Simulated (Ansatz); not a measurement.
Input file for Ansatz (a program for electronic structure): R-PBE0/def2-TZVPPD on C2H3FO (a complex), monomers drawn apart or pushed together. Files ending in .json are basis or fitting sets from the Basis Set Exchange.

Ansatz 0.2 input:
```yaml
crystal:
  periodic: [false, false, false]
  atoms:
    - {symbol: C, position_ang: [0.09766566, 0.39493887, 0.63919541]}
    - {symbol: O, position_ang: [-0.44639982, -0.17279041, -0.16476664]}
    - {symbol: C, position_ang: [-0.07077565, -0.99525090, 6.41313064]}
    - {symbol: F, position_ang: [-0.76337934, -1.72937743, 5.45430875]}
    - {symbol: H, position_ang: [0.63614285, -1.65670955, 6.91518467]}
    - {symbol: H, position_ang: [0.45859642, -0.18385250, 5.91365759]}
    - {symbol: H, position_ang: [-0.78774543, -0.59501398, 7.13081931]}
basis:
  gaussian:
    orbitals: def2-TZVPPD.json
hamiltonian:
  xc: {name: PBE0}
scf: {lower_state_search: off}
```

### Question
Give the final energy of this run.

### Answer
-252.8876 hartree.
